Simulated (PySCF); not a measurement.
Si(OSiH3)(H)2(Me) (CH8OSi2), SMILES C[SiH2]O[SiH3].

Coordinates come from a PBE0-D3(BJ)/def2-SVP optimisation. Other conformers were not sampled.

Two levels are set side by side: TDA-PBE/def2-SVPD (PySCF) and TDA-LC-ωPBE/def2-SVPD (PySCF). Vertical, same geometry. The lowest singlet is HOMO→LUMO 100 % with PBE and HOMO→LUMO 72 %, HOMO→LUMO+1 13 % with the other functional; states are paired by order. Differences are taken from unrounded values.

```csv
quantity,TDA-LC-ωPBE,TDA-PBE,TDA-PBE minus TDA-LC-ωPBE
lowest singlet excitation (eV),7.74,6.32,-1.41
lowest triplet excitation (TDA) (eV),7.23,6.07,-1.16
first bright state (f over 0.05) (eV),9.04,7.31,-1.73
its oscillator strength,0.15,0.06,-0.09
```

Functionals without exact exchange tend to place singlet excitations lower, as here. Differences between two approximate levels are no errors against the true value.

Rough cost on one machine, each run with all the roots and properties that it gave: TDA-LC-ωPBE against TDA-PBE about 3 times.
